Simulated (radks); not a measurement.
Species: La V. Configuration: [Kr] 4d10 5s2 5p5. Calculated with a radial shooting solver on a logarithmic mesh with Libxc functionals: Dirac Kohn-Sham, PBE, spin-unpolarised, spherical densities, point nucleus; open shells are shared between the two j in proportion to 2j + 1.

Normalised radial functions P(r) = r R(r) (large component), r in bohr:

```
   r/bohr * 5p1/2, o 4f7/2 (the largest magnitude, 0.954, reaches the edge; | marks zero, & curves that meet)
  0.00202                             &
 0.002673                             &
 0.003508                             &
 0.004642                             &
 0.006142                             o*
 0.008062                             o*
  0.01067                             o*
  0.01411                             o *
  0.01853                             o  *
  0.02451                             o   *
  0.03243                             o    *
  0.04257                             o     *
  0.05632                             o     *
  0.07452                             o    *
  0.09782                             |&
   0.1294                         *   | o
   0.1713                     *       |   o
   0.2248                     *       |       o
   0.2974                           * |            o
   0.3935                             |       *          o
   0.5165                             |             *         o
   0.6834                             |       *                  o
   0.9043                      *      |                         o
    1.187        *                    |                     o
     1.57   *                         |               o
    2.078          *                  |         o
    2.727                    *        |    o
    3.609                          *  | o
    4.775                             &
```

5p1/2: eigenvalue -58.969 eV, 3 radial nodes at r = 0.105, 0.316, 0.804 bohr, <r> = 1.66 bohr, 90 % of the charge inside 2.39 bohr. 4f7/2 (empty): eigenvalue -40.934 eV, 0 radial nodes, <r> = 1.07 bohr, 90 % of the charge inside 1.79 bohr.
